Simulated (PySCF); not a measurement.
**How methods differ on the ionisation energy of Pt(74+)**

Pt(74+) [He] 2s2 (1S) → Pt(75+) [He] 2s1 (2S), as a difference of total energies. Computed with PySCF 2.14 in an uncontracted even-tempered set (18 s from 57 bohr⁻², ratio 2.2; 8 p from 87 bohr⁻², ratio 2.4; 5 d from 260 bohr⁻², ratio 2.4; 5 f from 390 bohr⁻², ratio 2.4; 4 g from 580 bohr⁻², ratio 2.4), with scalar relativity by spin-free X2C-1e. Correlated levels: nothing frozen; virtual orbitals above 40 to 60 times the deepest correlated orbital energy dropped. The calculations carry no spin-orbit coupling.

```csv
method,ionisation energy (eV)
UHF,21876.1
LDA,21864.7
PBE,21885.9
PBE0,21883.8
r2SCAN,21873.1
M06-L,21871.2
M06,21875.1
MP2 (all electrons),21880.7
SCS-MP2 (all electrons),21881.5
```

How much does correlation contribute at MP2 (all electrons)?

21880.7 − (21876.1) = 4.6 eV, measured against UHF.

For this ion Breit and QED terms and the two-electron picture change, all absent here, outweigh the differences among the correlated methods.

For comparison: 21840 ± 90 eV (theoretical estimate listed by NIST; NIST Atomic Spectra Database, ionization energies).
